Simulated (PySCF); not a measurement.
SMILES [CH3][Sn]([NH2])([NH2])[OH], singlet at its PBE0/def2-SVP optimised geometry (Å):

```
13

C     -1.2307     1.1102     0.0000
Sn    -0.4838    -0.8917     0.0000
N      1.5542    -0.8917     0.0000
N     -1.2691    -1.9364     1.5629
O     -0.9823    -1.8863    -1.6553
H     -0.4013     1.8148    -0.1520
H     -1.9580     1.2289    -0.8148
H     -1.7196     1.3242     0.9604
H      1.9454    -0.2752     0.7106
H      1.9580    -1.8148     0.1492
H     -2.2881    -1.9057     1.5736
H     -1.0069    -2.9210     1.5425
H     -0.4035    -1.6516    -2.3899
```

Calculation: PBE0/def2-TZVP, def2 effective core potentials past Kr (PySCF 2.14.0). The core electrons that the potentials of Sn replace are not part of the density. Cells within 0.4 Å of a nucleus heavier than hydrogen are left out (blank, or x).

Map of the electrostatic potential (hartree/e), clipped to [-0.08, 0.12] on the plane z = 1.5 Å:

```
|00000000000000000000000000000|
|00000000000000000000000000000|
|00000000000000000000000000000|
|00000000000000000000000000000|
|00000000000000011111100000000|
|00001111111001111111111000000|
|00011122221111111111111100000|
|00111235542111111111111111000|
|00112369994211111111111111100|
|01112489996311111112221111100|
|01112479996321122222222211110|
|01112358974222222223333221110|
|11111234433333333333444322111|
|11111122223345443334666432111|
|11111112234567654335787532111|
|11111222235688864335798532111|
|11122222235799864223566432111|
|11233433456789863111233321111|
|12346888999987652100112211110|
|12369999999996432000011111110|
|224899999xx997321000011111110|
|124899999xx997211000111111110|
|123699999xx997211001111111110|
|12246999999997321111111111110|
|11223446999999421111111111110|
|11111223999999421111111111110|
|00111112699997421111111111100|
|00001112369975321111111111000|
|00000011234443221111111110000|
```
Scale: ten equal steps from -0.003 (start of '0') to 0.120 (end of '9'), in the order '0123456789'; x runs from -4.00 to 4.00, y from -4.00 (bottom) to 4.00 (top).
